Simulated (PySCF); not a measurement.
methyltin tribromide (CH₃Br₃Sn), SMILES [Br][Sn]([Br])([CH3])[Br]. Atoms are numbered in the order given.

```xyz
8

C      0.0000     0.0000     2.6049
Sn     0.0000     0.0000     0.4537
Br     2.0233    -1.1682    -0.4490
Br    -2.0233    -1.1682    -0.4490
Br     0.0000     2.3363    -0.4490
H      0.9039     0.5219     2.9457
H     -0.9039     0.5219     2.9457
H      0.0000    -1.0437     2.9457
```

Geometry: B3LYP-D3(BJ)/def2-SVP. The def2 effective core potentials stand for the cores of Sn; spin–orbit coupling is left out.

Computed with PySCF with IEF-PCM-M06-2X/def2-SVP.

The values are the electrostatic part of the solvation free energy, E(continuum) − E(gas) at the gas-phase geometry, in a cavity of scaled van der Waals radii (PySCF's table); cavitation and dispersion terms are not included. A continuum can't describe solvent molecules that bind to the metal. In vacuum the orbital gap is 8.04 eV. The dipole moment in vacuum is 3.20 D.

```tsv
solvent	ε	ΔG(elec) (kcal/mol)	dipole (D)	gap (eV)
water	78.36	-4.8	4.37	8.09
diethylether	4.24	?	?	?
ethylethanoate	5.99	-3.7	4.08	8.11
```

Q: Some entries are withheld; supply them. (An estimate is asked for; the answer gives what the named calculation found.)

A: 
- diethylether, ΔG(elec) (kcal/mol): -3.2
- diethylether, dipole (D): 3.97
- diethylether, gap (eV): 8.11
